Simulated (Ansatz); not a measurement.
CH$_{5}$ClN$_{2}$Si, SMILES `N[Si]1(Cl)CN1`, 10 atoms. Total charge 0; spin multiplicity 1. All runs use 4 threads of an Intel Xeon Platinum 8259CL on a shared host. Correlated methods freeze the cores.

(1) Give the basis size and wall time and peak host memory of each of these runs in Ansatz. RKS r2SCAN-D4/def2-TZVPP energy and forces; RKS PBE0-D4/def2-SVP energy; RKS PBE-QIDH (frozen core)/def2-TZVPP energy; RKS PBE0-D4/def2-TZVP frequencies; direct RPA on PBE orbitals/def2-TZVPP energy; RKS PBE0-D4/def2-QZVPP energy; RKS ωB97M-V/def2-SVP energy; RHF-MP2/def2-QZVPP energy; RKS HSE06 (plane-wave form)-D4/def2-TZVPP energy; RHF-CCSD(T)/def2-TZVPP energy; RKS PBE0-D4/def2-TZVP relaxation (28 steps); RHF-CCSD(T)/def2-SVP energy. (An estimate is asked.)

## Answers

(1) The calculation gave: Other jobs shared the machine, so times are rough.

```tsv
level	job	functions	wall time	peak host memory (GiB)
RKS PBE0-D4/def2-SVP	energy	103	1.6 s	0.44
RKS HSE06 (plane-wave form)-D4/def2-TZVPP	energy	247	4.3 s	0.68
RHF-CCSD(T)/def2-SVP	energy	103	4.5 s	0.45
RKS ωB97M-V/def2-SVP	energy	103	5.5 s	0.44
RKS r2SCAN-D4/def2-TZVPP	energy and forces	247	6 s	0.38
RKS PBE-QIDH (frozen core)/def2-TZVPP	energy	247	6 s	0.64
direct RPA on PBE orbitals/def2-TZVPP	energy	247	6.5 s	0.64
RKS PBE0-D4/def2-QZVPP	energy	461	11 s	1.7
RHF-MP2/def2-QZVPP	energy	461	20 s	2.7
RHF-CCSD(T)/def2-TZVPP	energy	247	88 s	5
RKS PBE0-D4/def2-TZVP	relaxation (28 steps)	197	120 s	0.56
RKS PBE0-D4/def2-TZVP	frequencies	197	2.9 min	0.57
```
